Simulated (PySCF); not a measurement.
One of the candidates below gave these computed data.

All candidates are C3H14OSi3.

| technique | computed result |
| --- | --- |
| NMR, other nuclei | isotropic shieldings of nuclei other than C and H, by class: 349 (1 O), 379 (1 Si), 393 (1 Si), 429 (1 Si) ppm [GIAO PBE0/pcSseg-1] |
| Dipole | 0.92 D [PBE0/pcSseg-1] |
| 1H NMR | chemical shifts (computed TMS as zero) by class: 5.68 (2 H), 5.05 (3 H), 4.07 (2 H), 1.37 (2 H), 1.09 (3 H), 0.55 (2 H) ppm [GIAO PBE0/pcSseg-1] |
| 13C NMR | chemical shifts (computed TMS as zero) by class: 25.4 (1 C), 21.4 (1 C), 13.4 (1 C) ppm [GIAO PBE0/pcSseg-1] |
| Rotational structure | rotational constants A, B, C: 3.053, 0.493, 0.482 GHz [GFN2-xTB] |

The electronic properties come from PySCF, for the isolated species, density fitting. Levels stand in brackets. The structure is a single GFN2-xTB conformer in the gas phase; no vibrational or solvent corrections. GFN2-xTB frequencies show an imaginary mode (22i cm⁻¹), so this geometry is no minimum at that level. NMR values are class means; diastereotopic atoms form classes of their own.

Question: Which candidate is it?
A. `CO[Si@H](C)C([SiH3])[SiH3]`
B. `COC[Si](C)([SiH3])[SiH3]`
C. `CCC[SiH2][SiH2]O[SiH3]`

Answer: C. It is `CCC[SiH2][SiH2]O[SiH3]`. Numbering: `[CH3:1][CH2:2][CH2:3][SiH2:4][SiH2:5][O:6][SiH3:7]`. Its formula, C3H14OSi3, gives 0 degrees of unsaturation, so no ring and no π bond. 3 carbons fall into 3 classes; from least to most shielded: chain CH2 carbon [C2] (25.4 ppm), methyl carbon [C1] (21.4 ppm), sp3 carbon bound to silicon [C3] (13.4 ppm). Hydrogen classes from least to most shielded: 2 H on an oxygen-bound silicon, Si5 (5.68 ppm), 3 H on an oxygen-bound silicon, Si7 (5.05 ppm), 2 H on an SiH2 silicon, Si4 (4.07 ppm), 2 H on a chain CH2 carbon, C2 (1.37 ppm), 3 H on a methyl carbon, C1 (1.09 ppm), 2 H on an sp3 carbon bound to silicon, C3 (0.55 ppm). The other shieldings belong to: 349 ppm, siloxane oxygen [O6]; 379 ppm, oxygen-bound silicon [Si5]; 393 ppm, oxygen-bound silicon [Si7]; 429 ppm, SiH2 silicon [Si4]. The optimised geometry has point group C1 and is an asymmetric top.

The others, at the same levels:
- `CO[Si@H](C)C([SiH3])[SiH3]` fails: its computed 13C shifts are 52.8 (1 C), -4.1 (1 C), -12.5 (1 C) ppm, 1H shifts are 5.21 (1 H), 4.06 (3 H), 3.91 (3 H), 3.75 (3 H), 0.15 (3 H), -0.42 (1 H) ppm and rotational constant A is 1.878 GHz (against 3.053 GHz).
- `COC[Si](C)([SiH3])[SiH3]` fails: its computed 13C shifts are 70.6 (1 C), 65.6 (1 C), -4.6 (1 C) ppm, 1H shifts are 3.53 (3 H), 3.46 (6 H), 3.35 (2 H), 0.18 (3 H) ppm and rotational constant A is 1.261 GHz (against 3.053 GHz).

Each candidate is one conformer, not necessarily the lowest. Dipoles, sizes and rotational constants follow the conformer. The torsions of the flexible species, by atom-mapped SMILES:
- `[CH3:1][CH2:2][CH2:3][SiH2:4][SiH2:5][O:6][SiH3:7]`: C1–C2–C3–Si4 180°, C2–C3–Si4–Si5 64°, C3–Si4–Si5–O6 -157°, Si4–Si5–O6–Si7 68°
- `[CH3:1][O:2][Si@H:3]([CH3:4])[CH:5]([SiH3:6])[SiH3:7]`: C1–O2–Si3–C4 -51°, O2–Si3–C5–Si6 178°
- `[CH3:1][O:2][CH2:3][Si:4]([CH3:5])([SiH3:6])[SiH3:7]`: C1–O2–C3–Si4 -179°, O2–C3–Si4–C5 180°
